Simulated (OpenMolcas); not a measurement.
**What dynamic correlation does to the levels of C3+**

* Program: OpenMolcas
* Basis: ANO-R1 [3s2p1d]
* Scalar Hamiltonian: X2C, finite nucleus
* Active space: 1 electron in 4 orbitals (2s 2p)
* State averaging: 2S+1 = 2 even, 1 root; 2S+1 = 2 odd, 3 roots
* Spin-orbit coupling: state interaction with AMFI integrals over the reference wave functions, term energies averaged over their components

Methods on the same reference wave functions:
A. CASSCF
B. SS-CASPT2, IPEA 0.25 Eh, imaginary shift 0.1 Eh (closed shells correlated: 1s)

Energies in cm⁻¹ above 2s ²S_1/2, the measured ground level; measured values from Moore, Selected Tables of Atomic Spectra, NSRDS-NBS 3, section 3.

```
     Level      A      B  Measured
 2s ²S_1/2    0.0    0.0       0.0
2p ²P°_1/2  67445  67362     64484
2p ²P°_3/2  67528  67445     64592
```

Deviations, from unrounded energies. A percentage is the sum of absolute deviations over the sum of measured energies, with the sign that they share, or ± where signs differ.

```tsv
Against measurement	Levels	A	B
mean absolute deviation (cm-1)	2	2900	2900
other configurations (%)	2	+4.6	+4.4
```

A, B lie about equally close to measurement. The largest miss of B in the table is 2p ²P°_1/2, by +2900 cm-1. The ranking rests on the paired levels alone, and a cruder setting can come out closer through cancelling errors.

The lowest spin-free term lies below A's lowest term by 0.001 hartree in B.

The basis is small and was not contracted for so high a charge. With one active electron the reference holds no correlation, so core polarisation is missing (holds for A). With one active electron, CASPT2 adds the correlation within the correlated inactive shells and between them and that electron, and leaves the splitting within a term as the reference gives it (holds for B). Measured partners are found by configuration, term and J. A level has none where our copy of the source lacks it or the pairing is in doubt (some pairs that miss far off the trend of their configuration count as doubtful), and it then counts in no deviation. Only configurations of the active space appear.

° marks odd parity.
